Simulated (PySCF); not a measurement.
## `NC/C=C1/CC=C1CN`, C7H12N2

Molfile (atoms numbered from 1):
```
C7H12N2
     RDKit          3D

 21 21  0  0  0  0  0  0  0  0999 V2000
    1.4738   -1.6287    1.0032 N   0  0  0  0  0  0  0  0  0  0  0  0
    1.9299   -0.7152   -0.0471 C   0  0  0  0  0  0  0  0  0  0  0  0
    1.4295    0.6733    0.2371 C   0  0  0  0  0  0  0  0  0  0  0  0
    0.1966    1.0923   -0.0027 C   0  0  0  0  0  0  0  0  0  0  0  0
   -0.5110    2.4243    0.2296 C   0  0  0  0  0  0  0  0  0  0  0  0
   -1.7080    1.7205   -0.3667 C   0  0  0  0  0  0  0  0  0  0  0  0
   -1.0538    0.5624   -0.5675 C   0  0  0  0  0  0  0  0  0  0  0  0
   -1.4518   -0.7939   -1.0486 C   0  0  0  0  0  0  0  0  0  0  0  0
   -1.4211   -1.8089   -0.0012 N   0  0  0  0  0  0  0  0  0  0  0  0
    1.8508   -2.5583    0.8505 H   0  0  0  0  0  0  0  0  0  0  0  0
    1.7964   -1.3057    1.9101 H   0  0  0  0  0  0  0  0  0  0  0  0
    1.5168   -1.0825   -0.9904 H   0  0  0  0  0  0  0  0  0  0  0  0
    3.0275   -0.6899   -0.1398 H   0  0  0  0  0  0  0  0  0  0  0  0
    2.1311    1.3494    0.7090 H   0  0  0  0  0  0  0  0  0  0  0  0
   -0.6078    2.7186    1.2749 H   0  0  0  0  0  0  0  0  0  0  0  0
   -0.1153    3.2621   -0.3446 H   0  0  0  0  0  0  0  0  0  0  0  0
   -2.7097    2.0600   -0.5537 H   0  0  0  0  0  0  0  0  0  0  0  0
   -0.7794   -1.1234   -1.8476 H   0  0  0  0  0  0  0  0  0  0  0  0
   -2.4681   -0.7476   -1.4535 H   0  0  0  0  0  0  0  0  0  0  0  0
   -0.4841   -1.8533    0.4002 H   0  0  0  0  0  0  0  0  0  0  0  0
   -2.0512   -1.5385    0.7482 H   0  0  0  0  0  0  0  0  0  0  0  0
  1  2  1  0
  2  3  1  0
  3  4  2  0
  4  5  1  0
  5  6  1  0
  6  7  2  0
  7  8  1  0
  8  9  1  0
  7  4  1  0
  1 10  1  0
  1 11  1  0
  2 12  1  0
  2 13  1  0
  3 14  1  0
  5 15  1  0
  5 16  1  0
  6 17  1  0
  8 18  1  0
  8 19  1  0
  9 20  1  0
  9 21  1  0
M  END
```

Method used: PySCF, GIAO B3LYP/pcSseg-1 magnetisability, rotational g tensor and spin-rotation constants, non-relativistic, gas phase. Geometry: GFN2-xTB.

Q: Give the nuclear spin-rotation constants along the inertial axes (H = +C I·J) beside the isotropic shieldings.

A: Rotational constants 2.0884, 1.4480, 0.9502 GHz. A star marks the isotopologue with that one atom substituted, in its own axes.
```
atom  isotope  Caa (kHz)  Cbb (kHz)  Ccc (kHz)  mean (kHz)  σ (ppm)
  N1      14N      0.097      0.077      0.045       0.073    214.8
  N9      14N      0.096      0.079      0.042       0.072    217.4
 H10       1H     -0.024     -0.139     -0.113      -0.092     31.0
 H11       1H     -0.248     -0.116     -0.031      -0.131     31.2
 H12       1H     -0.186     -0.050     -0.028      -0.088     28.1
 H13       1H     -0.060     -0.054     -0.081      -0.065     28.1
 H14       1H     -0.211      0.118     -0.100      -0.064     26.4
 H15       1H     -0.225     -0.128      0.026      -0.109     29.0
 H16       1H     -0.162     -0.039     -0.061      -0.087     29.0
 H17       1H      0.136     -0.083     -0.112      -0.020     25.4
 H18       1H     -0.137     -0.142      0.010      -0.090     28.3
 H19       1H     -0.069     -0.025     -0.101      -0.065     28.5
 H20       1H     -0.042     -0.060     -0.078      -0.060     27.1
 H21       1H     -0.217     -0.174     -0.009      -0.133     31.9
  C2     13C*      0.412      0.285      0.163       0.287    137.3
  C3     13C*      0.649      0.599      0.175       0.474     63.4
  C4     13C*      0.885      0.652      0.187       0.575     28.3
  C5     13C*      0.368      0.274      0.162       0.268    144.3
  C6     13C*      0.789      0.647      0.166       0.534     42.7
  C7     13C*      0.874      0.723      0.193       0.597     17.4
  C8     13C*      0.418      0.285      0.177       0.293    133.7
```
For the geometry as given, no vibrational averaging.
